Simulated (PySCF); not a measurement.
Atom-mapped SMILES (the numbers label the heavy atoms): `[CH3:1][NH:2][SiH:3]([O:4][CH3:5])[O:6][CH3:7]`; H(Xn) means a hydrogen on atom n.

Geometry: GFN2-xTB; GIAO shifts from PySCF, gas phase, non-relativistic, averaged over equivalent atoms.

At PBE0/pcSseg-1 (181 basis functions, about 70 core-seconds):
```json
{"atoms": "C5/C7", "δ (ppm)": "50.7"}
{"atoms": "C1", "δ (ppm)": "29.0"}
{"atoms": "N2", "δ (ppm)": "30.5"}
{"atoms": "Si3", "δ (ppm)": "-48.2"}
{"atoms": "O4/O6", "δ (ppm)": "23.4"}
{"atoms": "H(Si3)", "δ (ppm)": "4.84"}
{"atoms": "H(C5)/H(C7)", "δ (ppm)": "3.79"}
{"atoms": "H(C1)", "δ (ppm)": "2.73"}
{"atoms": "H(N2)", "δ (ppm)": "-0.05"}
```

Referencing at the same level of theory: $^{13}$C (186.93 ppm) and $^{29}$Si (349.16 ppm) and $^{1}$H (31.72 ppm) vs TMS; $^{15}$N (267.73 ppm) against NH3; $^{17}$O (336.08 ppm) against H2O.

What do these become at B3LYP/pcSseg-1?

## Answers


```csv
atoms,δ at B3LYP/pcSseg-1,change
C5/C7,51.4,+0.7
C1,29.8,+0.8
N2,34.1,+3.6
Si3,-55.8,-7.6
O4/O6,27.6,+4.2
H(Si3),4.79,-0.05
H(C5)/H(C7),3.83,+0.04
H(C1),2.77,+0.04
H(N2),-0.09,-0.04
```

Scale: $^{13}$C (181.92 ppm) and $^{29}$Si (334.47 ppm) and $^{1}$H (31.83 ppm) vs TMS; $^{15}$N (265.81 ppm) against NH3; H2O for $^{17}$O (335.74 ppm) (reference shieldings calculated alike).

The largest change is at Si3 (silicon bonded to N, 2 O, H). Cost: 181 basis functions, about 90 core-seconds.

Experimental scales use liquid or dissolved standards, which lie at an offset from isolated NH3 (liquid NH3: subtract about 20 ppm) and H2O (liquid H2O: subtract about 36 ppm).
